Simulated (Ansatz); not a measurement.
C$_{3}$H$_{9}$InSSi (`C/C=[C](\[InH2])[SiH2]S`). Total charge 0; spin multiplicity 1. Correlated methods include outer-core shells of In, which these sets cover unevenly. In: def2 effective core potential.

Z-matrix (Å, degrees):
```
In
Si 1 3.164
S 1 2.920 2 42.1
C 1 2.191 2 34.2 3 -152.9
H 1 1.726 2 126.2 3 -66.3
H 1 1.724 2 105.3 3 88.5
H 2 1.489 1 146.7 3 84.8
H 2 1.486 1 103.7 3 -95.6
H 3 1.345 1 89.5 2 -94.9
C 4 1.334 1 129.7 2 170.7
C 10 1.491 4 126.2 1 8.6
H 10 1.095 4 120.0 1 -171.5
H 11 1.092 10 111.8 4 -3.1
H 11 1.095 10 110.7 4 117.7
H 11 1.095 10 110.9 4 -124.3
```

(1) Give the diagnostics of a CCSD(T)/def2-TZVPP run (frozen core, Ansatz). (Estimate.)

Results:

(1) Ansatz gave: T1 = 0.0133, largest single amplitude 0.017, largest double 0.053, (T) share of the correlation energy 4.1 %, 9 CCSD cycles. The RHF solution is stable towards an unrestricted one. T1 lies under the customary mark of 0.02 for closed shells.
